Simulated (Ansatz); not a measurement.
Born–Oppenheimer molecular dynamics of ClF3H4NOTa (11 atoms, charge 0, multiplicity 1). It starts at the highest image of a converged band, a first-order saddle point between two minima.

Computed with RKS PBE-D4/def2-SVP in Ansatz 0.2.0.

```yaml
ensemble: NVE (velocity Verlet)
time_step: 0.5 fs
steps_asked: 200
starting_velocities_drawn_for: 300 K
seed: 7511
```

First frame:

```xyz
11
Properties=species:S:1:pos:R:3
Ta -0.538 -0.386 0.348
Cl 2.486 0.519 0.625
F -0.483 0.167 2.159
F -0.162 -0.685 -1.499
N -0.741 1.517 -0.169
H -0.784 2.277 0.518
H -0.474 1.884 -1.089
F -2.250 -1.150 0.359
O 0.807 -1.819 0.738
H 1.020 -2.542 0.120
H 2.072 -0.757 0.809
```

Task: How far do the bonds stretch over the last three quarters of this one trajectory? (Pairs bonded in most of those frames.)

Result: 
| bond | mean (Å) | spread (Å) | shortest | longest |
| --- | --- | --- | --- | --- |
| Ta1–Cl2 | 2.996 | 0.047 | 2.92 | 3.09 |
| Ta1–F3 | 1.908 | 0.037 | 1.84 | 1.96 |
| Ta1–F4 | 1.904 | 0.027 | 1.87 | 1.95 |
| Ta1–N5 | 1.995 | 0.024 | 1.95 | 2.03 |
| Ta1–F8 | 1.879 | 0.003 | 1.87 | 1.88 |
| Ta1–O9 | 2.011 | 0.029 | 1.97 | 2.06 |
| Cl2–H11 | 1.351 | 0.036 | 1.29 | 1.41 |
| N5–H6 | 1.031 | 0.031 | 0.98 | 1.08 |
| N5–H7 | 1.027 | 0.023 | 0.98 | 1.07 |
| O9–H10 | 0.976 | 0.014 | 0.95 | 1.00 |

Mean temperature of the second half: 134 K. The conserved energy stayed within 0.23 meV per atom of its start (net change 0.16 meV per atom), so the integration is sound. A run of 0.1 ps of so small a system gives no equilibrium averages. The orbitals stay closed-shell, which can raise the energy where a bond breaks towards radicals; this wasn't checked here.

Run time: 7.9 min on 4 threads of Arm Neoverse V1, on a shared host, peak memory 0.21 GiB.
